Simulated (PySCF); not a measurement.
## Stationary points of [LaCl2]+

Level of theory: PySCF, PBE0, basis La def2-TZVP with ECP46, Cl def2-TZVP (scalar-relativistic core potentials, no spin–orbit coupling, density fitting).

Relaxations began from a few typed shapes. The search is not exhaustive: other isomers or separated fragments can lie lower, and high-lying points may rest on an excited occupation.

Q: Which is the lowest minimum found?
A. singlet D∞h: La–Cl 2.557 Å (×2); Cl–La–Cl 180.0°
B. singlet C2v: La–Cl 2.496 Å (×2); Cl–La–Cl 108.2°

A: B. The others lie at 59.5 (singlet D∞h, a saddle point) kJ/mol above it.

Formally La is in oxidation state +3, with 0 electrons left for the f, d and s shells; the Mulliken f population is 0.11.

For the lowest minimum: stability towards spin polarisation was not tested.
